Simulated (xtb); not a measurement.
sulfur trioxide (O3S), singlet, at a GFN2-xTB geometry; GFN2-xTB in xtb.

The xtb input:
```
$ xtb mol.xyz --gfn 2 --json

# file mol.xyz
4

O     -0.69178694    -1.23678958    -0.04601210
S     -0.00000000     0.00000000    -0.00000000
O     -0.72514024     1.21840142    -0.00209182
O      1.41692719     0.01838817     0.04810392
```

Output, abridged:

```
   ID    Z sym.   atoms
    1    8 O      1, 3, 4
    2   16 S      2

           -------------------------------------------------
          |                Calculation Setup                |
           -------------------------------------------------

           -------------------------------------------------
          |                 G F N 2 - x T B                 |
           -------------------------------------------------

          ...................................................
          :                      SETUP                      :
          :.................................................:
          :  # basis functions                  22          :
          :  # atomic orbitals                  21          :
          :  # shells                            9          :
          :  # electrons                        24          :
          :  max. iterations                   250          :
          :  Hamiltonian                  GFN2-xTB          :
          :  restarted?                      false          :
          :  GBSA solvation                  false          :
          :  PC potential                    false          :
          :  electronic temp.          300.0000000     K    :
          :  accuracy                    1.0000000          :
          :  -> integral cutoff          0.2500000E+02      :
          :  -> integral neglect         0.1000000E-07      :
          :  -> SCF convergence          0.1000000E-05 Eh   :
          :  -> wf. convergence          0.1000000E-03 e    :
          :  Broyden damping             0.4000000          :
          :  net charge                          0          :
          :  unpaired electrons                  0          :
          ...................................................

 iter      E             dE          RMSdq      gap      omega  full diag
   1    -15.4546630 -0.154547E+02  0.140E+01    6.28       0.0  T
   2    -15.4738052 -0.191422E-01  0.688E+00    5.27       1.0  T
   3    -15.4784419 -0.463670E-02  0.158E+00    4.52       1.0  T
   4    -15.4793815 -0.939611E-03  0.471E-01    4.50       1.0  T
   5    -15.4794945 -0.113037E-03  0.249E-01    4.49       1.0  T
   6    -15.4795451 -0.505711E-04  0.279E-02    4.46       1.8  T
   7    -15.4795455 -0.401249E-06  0.952E-03    4.45       5.3  T
   8    -15.4795455 -0.268978E-08  0.525E-03    4.46       9.5  T
   9    -15.4795455 -0.143646E-07  0.935E-04    4.45      53.5  T
  10    -15.4795455 -0.502247E-09  0.660E-05    4.45     757.5  T

   *** convergence criteria satisfied after 10 iterations ***

         :::::::::::::::::::::::::::::::::::::::::::::::::::::
         ::                     SUMMARY                     ::
         :::::::::::::::::::::::::::::::::::::::::::::::::::::
         :: total energy             -15.400455414147 Eh    ::
         :: gradient norm              0.000066150380 Eh/a0 ::
         :: HOMO-LUMO gap              4.454475120087 eV    ::
         ::.................................................::
         :: SCC energy               -15.479545481955 Eh    ::
         :: -> isotropic ES            0.046202474080 Eh    ::
         :: -> anisotropic ES          0.017494061392 Eh    ::
         :: -> anisotropic XC          0.002891223971 Eh    ::
         :: -> dispersion             -0.002209649948 Eh    ::
         :: repulsion energy           0.079090067807 Eh    ::
         :: add. restraining           0.000000000000 Eh    ::
         :: total charge              -0.000000000000 e     ::
         :::::::::::::::::::::::::::::::::::::::::::::::::::::

           -------------------------------------------------
          |                Property Printout                |
           -------------------------------------------------

    * Orbital Energies and Occupations

         #    Occupation            Energy/Eh            Energy/eV
      -------------------------------------------------------------
         1        2.0000           -0.8547626             -23.2593
         2        2.0000           -0.7307260             -19.8841
         3        2.0000           -0.7307260             -19.8841
         4        2.0000           -0.6710568             -18.2604
         5        2.0000           -0.5959913             -16.2177
         6        2.0000           -0.5952671             -16.1980
         7        2.0000           -0.5952671             -16.1980
         8        2.0000           -0.5257429             -14.3062
         9        2.0000           -0.5257429             -14.3062
        10        2.0000           -0.5172864             -14.0761
        11        2.0000           -0.5172864             -14.0761
        12        2.0000           -0.4969433             -13.5225 (HOMO)
        13                         -0.3332443              -9.0680 (LUMO)
        14                         -0.2518478              -6.8531
        15                          0.0580820               1.5805
        16                          0.0580820               1.5805
        17                          0.0762777               2.0756
        18                          0.0762777               2.0756
        19                          0.4830886              13.1455
        20                          1.3074675              35.5780
        21                          1.3074675              35.5780
      -------------------------------------------------------------
                  HL-Gap            0.1636989 Eh            4.4545 eV
             Fermi-level           -0.4150938 Eh          -11.2953 eV

     #   Z          covCN         q      C6AA      α(0)
     1   8 O        0.860    -0.514    24.091     6.581
     2  16 S        2.579     1.541    92.461    16.184
     3   8 O        0.860    -0.514    24.091     6.581
     4   8 O        0.860    -0.514    24.091     6.581

 Mol. C6AA /au·bohr⁶  :        584.510836
 Mol. C8AA /au·bohr⁸  :      17559.368570
 Mol. α(0) /au        :         35.926106

Wiberg/Mayer (AO) data.
largest (>0.10) Wiberg bond orders for each atom

 ---------------------------------------------------------------------------
     #   Z sym  total        # sym  WBO       # sym  WBO       # sym  WBO
 ---------------------------------------------------------------------------
     1   8 O    1.978 --     2 S    1.627     4 O    0.175     3 O    0.175
     2  16 S    4.880 --     1 O    1.627     3 O    1.627     4 O    1.627
     3   8 O    1.978 --     2 S    1.627     4 O    0.175     1 O    0.175
     4   8 O    1.978 --     2 S    1.627     3 O    0.175     1 O    0.175
 ---------------------------------------------------------------------------

Topologies differ in total number of bonds
Writing topology from bond orders to xtbtopo.mol

molecular dipole:
                 x           y           z       tot (Debye)
 q only:       -0.000      -0.000      -0.000
   full:       -0.000      -0.000      -0.000       0.000
molecular quadrupole (traceless):
                xx          xy          yy          xz          yz          zz
 q only:       -2.757       0.005      -2.764      -0.279      -0.152       5.521
  q+dip:       -3.368       0.006      -3.376      -0.341      -0.186       6.744
   full:       -3.771       0.007      -3.780      -0.382      -0.208       7.551

           -------------------------------------------------
          | TOTAL ENERGY              -15.400455414147 Eh   |
          | GRADIENT NORM               0.000066150380 Eh/α |
          | HOMO-LUMO GAP               4.454475120087 eV   |
           -------------------------------------------------

normal termination of xtb
```
